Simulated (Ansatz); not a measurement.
A nudged elastic band was laid between two geometries of BF2H2Si (6 atoms, charge 0, multiplicity 2).

Level of theory: UHF/STO-3G (Ansatz 0.2.0).

```yaml
movable_images: 5
climbing_image: yes
spring: 50.0 eV/Å²
optimiser: quadratic models (default)
start_path: through a guess of the saddle point
force_threshold: 0.05 eV/Å
iteration_limit: 60
end_points: relaxed
```

First end point:

```xyz
6
Properties=species:S:1:pos:R:3
F -1.273 1.649 1.164
B -1.240 0.463 0.654
Si 0.333 -0.324 -0.259
F 0.005 -1.836 -0.773
H 1.460 -0.399 0.614
H 0.714 0.447 -1.399
```

Last end point:

```xyz
6
Properties=species:S:1:pos:R:3
F -0.734 1.540 1.098
B -0.208 0.369 0.888
Si 0.599 -0.124 -0.835
F 0.692 -1.746 -0.989
H -0.183 -0.373 1.793
H -0.166 0.335 -1.956
```

(1) What changes between the two ends?

(2) Give the energies along the band, and the barrier.

(3) What is the geometry of the highest image?

## Answers

(1) Bonds broken: Si3–H5. Bonds formed: B2–H5.

(2) It converged. The highest image is number 2 of 0 to 6, 212.4 kJ/mol above the first end and 266.1 kJ/mol above the last; the last end lies 53.6 kJ/mol below the first. The profile has 2 maxima (images 2, 5) with wells between them (image 4): this band takes more than one step, which may be the mechanism or a detour left from its start path. Neighbouring images differ by up to 2.6 eV, so the band resolves the path poorly. Another band between the same ends (5 images) ends at a top of the same energy, where a vibrational analysis finds 1 clearly imaginary mode. Limits of this set-up: minimal basis.

```json
{"image": "0", "path coordinate (Å)": "0.00", "energy (kJ/mol)": "0.0", "Si3–H5 (Å)": "1.43", "B2–H5 (Å)": "2.83"}
{"image": "1", "path coordinate (Å)": "0.69", "energy (kJ/mol)": "68.5", "Si3–H5 (Å)": "1.43", "B2–H5 (Å)": "2.20"}
{"image": "2", "path coordinate (Å)": "1.39", "energy (kJ/mol)": "212.4", "Si3–H5 (Å)": "1.67", "B2–H5 (Å)": "1.41"}
{"image": "3", "path coordinate (Å)": "2.39", "energy (kJ/mol)": "-41.6", "Si3–H5 (Å)": "2.68", "B2–H5 (Å)": "1.17"}
{"image": "4", "path coordinate (Å)": "3.40", "energy (kJ/mol)": "-49.9", "Si3–H5 (Å)": "2.79", "B2–H5 (Å)": "1.17"}
{"image": "5", "path coordinate (Å)": "4.40", "energy (kJ/mol)": "-34.1", "Si3–H5 (Å)": "2.75", "B2–H5 (Å)": "1.17"}
{"image": "6", "path coordinate (Å)": "5.41", "energy (kJ/mol)": "-53.6", "Si3–H5 (Å)": "2.75", "B2–H5 (Å)": "1.17"}
```

(3) 
```xyz
6
Properties=species:S:1:pos:R:3
F -1.006 1.551 1.265
B -0.765 0.292 0.935
Si -0.030 -0.320 -0.670
F 0.298 -1.895 -0.834
H 0.615 0.007 0.835
H 0.888 0.365 -1.531
```

Time of the run: 33 s on 1 thread of Arm Neoverse V2, on a shared host, peak memory 0.08 GiB.
